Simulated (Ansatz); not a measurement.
`C[O][Sn][F]` + HBr → `C[O][Sn][Br]` + H–F at 298.15 K and 1 bar (ligand exchange at the Sn–F bond).

Calculated with Ansatz (gas phase, PBE0-D4/def2-TZVP geometries, no zero-point term in ΔE). CBS: MP2 limit from def2 TZ/QZ plus the TZ coupled-cluster correction, frozen cores. This one scheme is used for every species. Elements past krypton have def2 core potentials. For Br, Sn outer-core shells are correlated without core-valence functions, which leaves a few kJ/mol of doubt a bond. Scalar relativity is left out up to krypton. One conformer a species, not always the lowest.

| species | CCSD(T)/CBS energy (Eh) | H − E (kJ/mol) | S (J/(mol·K)) |
| --- | --- | --- | --- |
| `C[O][Sn][F]` | -428.91146 | 130.6 | 332.3 |
| HBr | -2573.91920 | 24.6 | 198.6 |
| `C[O][Sn][Br]` | -2902.45238 | 129.3 | 356.3 |
| H–F | -100.39570 | 33.5 | 173.6 |

H − E and S are ideal-gas, rigid-rotor, harmonic terms from PBE0-D4/def2-TZVP, for one conformer and one mirror image of each species. 1 Eh = 2625.50 kJ/mol, R = 8.31446 J/(mol·K).

Question: By hand: ΔE, ΔH, ΔS and ΔG.

Answer: ΔE = (-2902.45238) + (-100.39570) − (-428.91146) − (-2573.91920) = -0.01742 Eh = -45.7 kJ/mol. Δ(H − E) = 129.3 + 33.5 − 130.6 − 24.6 = 7.6, so ΔH = -38.1 kJ/mol. ΔS = 356.3 + 173.6 − 332.3 − 198.6 = -1.0 J/(mol·K). ΔG = -38.1 − 298.15 × (-1.0)/1000 = -37.8 kJ/mol.

Question: By hand: the equilibrium constant, and the temperature at which ΔG would vanish if ΔH and ΔS stayed fixed.

Answer: log₁₀ K = −ΔG/(RT ln 10) = 6.6. ΔG = 0 at ΔH/ΔS = 38100 K, far beyond where these terms or the molecules hold.

The number of gas molecules stays the same, so ΔS is small and ΔH decides. A doubt of 5 kJ/mol in ΔE shifts log₁₀ K by 0.9 here. Other conformers and mirror images would add mixing entropy, several J/(mol·K) or more a flexible species. These are equilibria of isolated gas molecules and say nothing of rates. Largest T1 diagnostic: 0.017 (customary marks: 0.02 for closed shells, 0.045 for open ones).
